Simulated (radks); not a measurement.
All-electron atom: Pr3+ in [Xe] 4f1 6f1 (not the ground configuration). Calculated with a radial shooting solver on a logarithmic mesh with Libxc functionals: Dirac Kohn-Sham, LDA (Slater exchange, Perdew-Wang correlation), spin-unpolarised, spherical densities, finite nucleus; open shells are shared between the two j in proportion to 2j + 1; Fermi nuclear charge, rms radius 4.8919 fm.

Radial electron density D(r) = 4 pi r^2 rho(r):

r (bohr),D(r) (e/bohr)
0.001905,8.603
0.002253,11.18
0.002644,14.25
0.003103,18.03
0.003641,22.58
0.004307,28.27
0.005054,34.56
0.005931,41.62
0.00696,49.24
0.008234,57.47
0.009662,64.99
0.01134,71.55
0.01331,76.42
0.01574,79.05
0.01847,78.93
0.02168,76.55
0.02544,73.03
0.03009,70.07
0.03531,70.11
0.04144,74.41
0.04863,82.79
0.05753,93.32
0.06751,100.7
0.07922,101.5
0.09297,94.70
0.11,83.56
0.1291,76.17
0.1514,76.96
0.1777,84.01
0.2102,88.61
0.2467,81.41
0.2895,63.04
0.3398,43.38
0.4019,33.01
0.4717,34.25
0.5535,37.95
0.6495,35.90
0.7684,27.12
0.9017,17.98
1.058,12.29
1.242,9.828
1.469,8.173
1.724,6.024
2.023,3.598
2.374,1.701
2.808,0.6113
3.295,0.1926
3.867,0.04381
4.538,0.002400
5.368,0.04022
6.3,0.1307
7.393,0.1958
8.675,0.1690
10.26,0.08226
12.04,0.02357
14.13,0.003735
16.58,0.0003117

D(r) has 5 maxima, at r = 0.0169, 0.0743, 0.209, 0.576, 7.63 bohr, and minima at 0.0326, 0.138, 0.422, 4.57 bohr, inside which lie 2.01, 11.18, 29.00, 55.17 electrons.
